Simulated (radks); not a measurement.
Polarisability of neutral germanium, [Ar] 3d10 4s2 4p2, at imaginary frequency. Calculated with a radial shooting solver on a logarithmic mesh with Libxc functionals: scalar-relativistic Kohn-Sham, LDA (Slater exchange, Perdew-Wang correlation), spin-unpolarised, spherical densities, finite nucleus; Fermi nuclear charge, rms radius 4.0742 fm. Response by self-consistent Sternheimer equations with the Hartree and adiabatic LDA kernel, the relativistic mass of each level held fixed and spin-orbit coupling left out.

w (hartree),alpha1(iw) (bohr^3)
0.00266,48.03
0.0143,47.78
0.0360,46.50
0.0697,42.96
0.118,36.64
0.186,28.59
0.280,20.49
0.413,13.56
0.605,8.343
0.892,4.825
1.35,2.655
2.12,1.390
3.59,0.6691
6.94,0.2622
17.5,0.06058

Static values: alpha1 = 48.03 bohr^3 (7.118 angstrom^3; uncoupled 67.10). C6 = 416.7, triple-dipole C9 = 14060 atomic units. One-pole (London) frequency 4 C6 / (3 alpha1^2) = 0.241 hartree, against 0.149 for minus the highest occupied eigenvalue. Recommended static value: 40 bohr^3 (Schwerdtfeger and Nagle, 2023 table).

Beside tabulated values, note that spin-unpolarised runs miss the spin-polarisation part of the exchange energy of open shells.
